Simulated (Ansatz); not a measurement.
Program: Ansatz. Geometries: PBE0-D4/def2-TZVP. ΔE: electronic, gas phase. CBS: MP2 limit from def2 TZ/QZ plus the TZ coupled-cluster correction, frozen cores. This one scheme is used for every species. DFT in def2-TZVPP. B3LYP here is the variant with VWN-RPA as its local correlation; programs differ in this. One conformer a species, not always the lowest.

`N#C[Si](Cl)(Cl)Cl` + `O[SiH3]` → `[SiH3]O[Si](Cl)(Cl)Cl` + `C#N`  (ligand exchange at the Si–C bond)

Q: Is it downhill or uphill in electronic energy at CCSD(T)/CBS, and by how much? (Estimate.)

A: Computed: Downhill: ΔE = -25.4 kcal/mol.

Q: What do these levels give: B3LYP-D4, B2PLYP, PBE, PBE0, B3LYP, HF/def2-TZVPP, MP2/def2-TZVPP, SCS-MP2/def2-TZVPP, HF/def2-QZVPP, SCS-MP2/def2-QZVPP, MP2/CBS(def2), CCSD/CBS(def2)? (Best estimate.)

A: Computed: B3LYP-D4 -25.6, B2PLYP -24.5, PBE -20.7, PBE0 -22.7, B3LYP -24.0, HF/def2-TZVPP -29.0, MP2/def2-TZVPP -24.2, SCS-MP2/def2-TZVPP -24.6, HF/def2-QZVPP -29.5, SCS-MP2/def2-QZVPP -25.1, MP2/CBS(def2) -24.8, CCSD/CBS(def2) -26.2 kcal/mol.

Largest T1 diagnostic among the species: 0.014.

The D4 term adds −1.6 kcal/mol with B3LYP and −0.9 kcal/mol with PBE0; it sums over pairs of atoms, weighted by their polarisabilities, and B3LYP, whose exchange is more repulsive, gets the larger term. From PBE to PBE0 (25 % exact exchange), in def2-TZVPP and without D4, ΔE moves by −2.0 kcal/mol.
